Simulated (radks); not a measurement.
Task: Hg LXII, configuration [Ar] 3d1 (the NIST ground configuration). All-electron calculation, scalar-relativistic Kohn-Sham, PBE, spin-unpolarised, spherical densities, point nucleus. Program: a radial shooting solver on a logarithmic mesh with Libxc functionals. Some entries of the table are withheld. Estimate them.

orbital  occ.  eigenvalue (eV)  <r> (bohr)
1s          2        -87828.14     0.01658
2s          2              (1)     0.06938
2p          6              (2)         (3)
3s          2        -7466.112         (4)
3p          6              (5)      0.1690
3d          1              (6)      0.1500

Result: 
(1) 2s eigenvalue (eV): -19268.07
(2) 2p eigenvalue (eV): -17257.15
(3) 2p <r> (bohr): 0.06269
(4) 3s <r> (bohr): 0.1702
(5) 3p eigenvalue (eV): -6877.464
(6) 3d eigenvalue (eV): -6370.633
